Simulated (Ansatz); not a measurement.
`[F][Sb]([Cl])[Cl]` + H–F → `[F][Sb]([F])[Cl]` + HCl at 400 K and 1 bar (ligand exchange at the Sb–Cl bond).

Calculated with Ansatz (gas phase, PBE0-D4/def2-TZVP geometries, no zero-point term in ΔE). CCSD(T)/CBS adds triple-zeta CCSD(T) − MP2 to the extrapolated MP2 energy (def2 sets, frozen cores). This one scheme is used for every species. def2 core potentials past Kr. For Sb outer-core shells are correlated without core-valence functions, which leaves a few kJ/mol of doubt a bond.

```csv
species,CCSD(T)/CBS energy (Eh),H − E (kJ/mol),S (J/(mol·K))
`[F][Sb]([Cl])[Cl]`,-1259.47647,35.8,358.6
H–F,-100.39570,36.5,182.2
`[F][Sb]([F])[Cl]`,-899.48483,36.9,345.8
HCl,-460.38127,29.6,195.4
```

H − E and S are ideal-gas, rigid-rotor, harmonic terms from PBE0-D4/def2-TZVP. 1 Eh = 2625.50 kJ/mol, R = 8.31446 J/(mol·K).

By hand: ΔE, ΔH, ΔS and ΔG.

ΔE = (-899.48483) + (-460.38127) − (-1259.47647) − (-100.39570) = 0.00607 Eh = 15.9 kJ/mol. Δ(H − E) = 36.9 + 29.6 − 35.8 − 36.5 = -5.8, so ΔH = 10.1 kJ/mol. ΔS = 345.8 + 195.4 − 358.6 − 182.2 = 0.4 J/(mol·K). ΔG = 10.1 − 400 × (0.4)/1000 = 9.9 kJ/mol.

By hand: the equilibrium constant, and the temperature at which ΔG would vanish if ΔH and ΔS stayed fixed.

log₁₀ K = −ΔG/(RT ln 10) = -1.3. ΔG = 0 at ΔH/ΔS = 25250 K, far beyond where these terms or the molecules hold.

The number of gas molecules stays the same, so ΔS is small and ΔH decides. A doubt of 5 kJ/mol in ΔE shifts log₁₀ K by 0.7 here. These are equilibria of isolated gas molecules and say nothing of rates. Largest T1 diagnostic: 0.015 (customary marks: 0.02 for closed shells, 0.045 for open ones).
